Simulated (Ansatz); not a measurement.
Reaction (formal exchange of groups at a C–S bond): `CCCSCC` + `C#CCCCC` → `C#CCCCCCCC` + `CCS`

Program: Ansatz. Geometries: PBE0-D4/def2-TZVP. ΔE: electronic, gas phase. CCSD(T)/CBS is the MP2 limit (def2-TZVPP, def2-QZVPP) plus CCSD(T) − MP2 in def2-TZVPP, frozen cores. One conformer a species, not always the lowest.

`CCCSCC`:

Z-matrix (Å, degrees):
```
C
C 1 1.520
H 1 1.094 2 111.3
H 1 1.092 2 111.3 3 120.1
H 1 1.093 2 111.2 3 -119.8
C 2 1.518 1 112.0 3 59.6
H 2 1.095 1 109.4 3 -62.1
H 2 1.094 1 110.4 3 -178.8
S 6 1.804 2 115.3 1 176.6
H 6 1.094 2 110.8 1 -58.1
H 6 1.094 2 110.2 1 59.4
C 9 1.807 6 102.2 2 64.0
C 12 1.515 9 114.8 6 62.3
H 12 1.093 9 109.5 6 -63.7
H 12 1.093 9 103.6 6 -177.1
H 13 1.092 12 111.6 9 -64.9
H 13 1.092 12 110.9 9 55.5
H 13 1.094 12 110.5 9 175.8
```

`C#CCCCC`:

```xyz
16

C     0.983   -2.857   -0.680
C     0.305   -2.168    0.032
C    -0.523   -1.320    0.874
C    -0.810    0.050    0.255
C     0.435    0.896    0.053
C     0.130    2.244   -0.576
H     1.585   -3.472   -1.306
H    -1.465   -1.839    1.078
H    -0.027   -1.189    1.843
H    -1.514    0.579    0.906
H    -1.317   -0.093   -0.705
H     1.144    0.344   -0.572
H     0.930    1.042    1.021
H    -0.333    2.122   -1.559
H    -0.560    2.824    0.044
H     1.037    2.838   -0.708
```

`C#CCCCCCCC`:

```xyz
25

C    -0.729    1.979   -4.104
C    -0.959    1.248   -3.179
C    -1.238    0.391   -2.042
C    -1.421    1.174   -0.741
C    -1.795    0.293    0.444
C    -0.786   -0.793    0.797
C     0.600   -0.274    1.145
C     1.555   -1.371    1.584
C     2.940   -0.852    1.928
H    -0.525    2.621   -4.927
H    -0.422   -0.332   -1.937
H    -2.142   -0.196   -2.247
H    -2.201    1.925   -0.893
H    -0.503    1.730   -0.532
H    -1.943    0.936    1.318
H    -2.766   -0.176    0.245
H    -1.175   -1.364    1.648
H    -0.705   -1.515   -0.025
H     0.517    0.476    1.943
H     1.033    0.250    0.286
H     1.631   -2.121    0.788
H     1.131   -1.894    2.449
H     2.896   -0.124    2.743
H     3.607   -1.658    2.240
H     3.399   -0.354    1.069
```

`CCS`:

Z-matrix (Å, degrees):
```
C
C 1 1.514
H 1 1.094 2 110.6
H 1 1.091 2 111.0 3 120.4
H 1 1.093 2 111.0 3 -119.6
S 2 1.813 1 114.1 3 -177.2
H 2 1.092 1 111.5 3 58.7
H 2 1.093 1 110.8 3 -60.2
H 6 1.343 2 96.8 1 -62.2
```

```csv
species,HF/CBS(def2) energy (Eh)
`CCCSCC`,-593.96762
`C#CCCCC`,-233.06953
`C#CCCCCCCC`,-350.21870
`CCS`,-476.81954
```

Problem. Work out ΔE.

Solution. ΔE = (-350.21870) + (-476.81954) − (-593.96762) − (-233.06953) = -0.00109 Eh = -0.03 eV. CCSD(T)/CBS gives +0.02 eV.

Largest T1 diagnostic among the species: 0.010.

From BLYP to BHLYP (50 % exact exchange), in def2-TZVPP and without D4, ΔE moves by −0.05 eV. At CCSD(T), def2-SVP lies −0.11 eV from the extrapolated value and def2-TZVPP −0.03 eV.
